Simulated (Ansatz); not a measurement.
`[Cl][SnH2][Br]` + HBr → `[Br][SnH2][Br]` + HCl at 600 K and 1 bar (ligand exchange at the Sn–Cl bond).

Gas-phase electronic energies from Ansatz, PBE0-D4/def2-TZVP geometries. CCSD(T)/CBS adds triple-zeta CCSD(T) − MP2 to the extrapolated MP2 energy (def2 sets, frozen cores). This one scheme is used for every species. def2 core potentials past Kr. For Br, Sn outer-core shells are correlated without core-valence functions, which leaves a few kJ/mol of doubt a bond. Scalar relativity is left out up to krypton.

| species | CCSD(T)/CBS energy (Eh) | H − E (kJ/mol) | S (J/(mol·K)) |
| --- | --- | --- | --- |
| `[Cl][SnH2][Br]` | -3248.40375 | 82.5 | 389.3 |
| HBr | -2573.91920 | 33.5 | 219.1 |
| `[Br][SnH2][Br]` | -5361.94777 | 82.2 | 395.6 |
| HCl | -460.38127 | 35.4 | 207.2 |

H − E and S are ideal-gas, rigid-rotor, harmonic terms from PBE0-D4/def2-TZVP. 1 Eh = 2625.50 kJ/mol, R = 8.31446 J/(mol·K).

By hand: ΔE, ΔH, ΔS and ΔG.

ΔE = (-5361.94777) + (-460.38127) − (-3248.40375) − (-2573.91920) = -0.00609 Eh = -16.0 kJ/mol. Δ(H − E) = 82.2 + 35.4 − 82.5 − 33.5 = 1.6, so ΔH = -14.4 kJ/mol. ΔS = 395.6 + 207.2 − 389.3 − 219.1 = -5.6 J/(mol·K). ΔG = -14.4 − 600 × (-5.6)/1000 = -11.0 kJ/mol.

By hand: the equilibrium constant, and the temperature at which ΔG would vanish if ΔH and ΔS stayed fixed.

log₁₀ K = −ΔG/(RT ln 10) = 1.0. ΔG = 0 at ΔH/ΔS = 2571 K, far beyond where these terms or the molecules hold.

The number of gas molecules stays the same, so ΔS is small and ΔH decides. A doubt of 5 kJ/mol in ΔE shifts log₁₀ K by 0.4 here. These are equilibria of isolated gas molecules and say nothing of rates. Largest T1 diagnostic: 0.010 (customary marks: 0.02 for closed shells, 0.045 for open ones).
